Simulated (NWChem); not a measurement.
## Plane-wave run on MgBr$_{2}$ (fluorite type)

```xyz
3
Lattice="0.0000 3.1848 3.1848 3.1848 0.0000 3.1848 3.1848 3.1848 0.0000" Properties=species:S:1:pos:R:3 pbc="T T T"
Mg     0.0000     0.0000     0.0000
Br     1.5924     1.5924     1.5924
Br     4.7771     4.7771     4.7771
```

All runs are NWChem calculations. Origin of the cell: lattice set by a structure generator, not relaxed at this level; this structure type may not be the compound's usual one.

Norm-conserving pseudopotentials with valence charges Mg 2, Br 7, fixed occupations, no spin-orbit coupling, density cut at twice the wavefunction cutoff.

The filled d shells of Br are in the core.

Level: revPBE, default library, cutoff 25 Ha, density from a 4×4×4 mesh. Bands run along Γ–X–U|K–Γ–L–W–X with k in units of the cell's reciprocal vectors.

**Question.** Give the band energies at the labelled points, in eV from the valence-band top.

**Answer.** 
```tsv
point	k	band 5	band 6	band 7	band 8	band 9	band 10
Γ	0.000 0.000 0.000	-4.02	-1.41	-1.41	-1.41	2.64	4.19
X	0.500 0.000 0.500	-5.05	-0.67	-0.67	0.00	2.12	6.06
U	0.625 0.250 0.625	-4.69	-1.59	-1.40	-0.21	3.28	6.78
K	0.375 0.375 0.750	-4.69	-1.59	-1.40	-0.21	3.28	6.78
L	0.500 0.500 0.500	-3.33	-3.33	-3.12	-3.12	5.07	7.27
W	0.500 0.250 0.750	-3.25	-3.25	-0.45	-0.27	3.81	5.27
```
Bands up to 8 are filled.
